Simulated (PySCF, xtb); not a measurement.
C2H9ClOSi2, SMILES CCO[SiH2][SiH2]Cl.

xtb 6.7.1 with GFN2-xTB at its own geometry gives an orbital gap of 4.47 eV and a dipole moment of 3.69 D.

Geometry: B3LYP-D3(BJ)/def2-SVP. The structure was generated by enumeration, and PubChem lists no compound with its InChIKey, so it may never have been made. The values are those of a single conformer.

Task: What does PySCF with r2SCAN/def2-TZVP give? (An estimate is asked for; the answer gives what the named calculation found.)

Result: gap 5.66 eV (levels -7.05 and -1.39 eV), dipole 2.34 D.
